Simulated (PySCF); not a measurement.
Gas-phase reaction: Ge(OH)4 = GeO + O + 2 H2O

Computed with PySCF and rigid-rotor harmonic-oscillator thermochemistry at 1 bar. † marks an energy on the PBE0/def2-TZVP geometry and frequencies. MP2 freezes the core. Open shells (unrestricted): O (multiplicity 3); the rest are closed-shell singlets. Spin-orbit splitting is ignored; it lowers the true energy and changes the entropy of O. B3LYP is the form with VWN-RPA correlation. Ge: all electrons, no relativistic terms. Ge(OH)4: computed as isolated molecules; such fragments, hydroxides, amides, oligomers or adducts are transient or little studied in the gas. MP2 isn't extrapolated to the basis-set limit.

MP2/def2-TZVPP† gives ΔH°(298 K) = 778 kJ.

Problem. What do M06-2X/def2-TZVP†, LDA/def2-TZVP†, B3LYP/def2-TZVP† give?

Solution. M06-2X/def2-TZVP†: 829 kJ; LDA/def2-TZVP†: 917 kJ; B3LYP/def2-TZVP†: 705 kJ. For scale, ΔH°(298 K) is 778 kJ at this level, 761 kJ at ωB97M-V/def2-TZVP†, and runs from 531 to 976 kJ over the 20 levels computed.
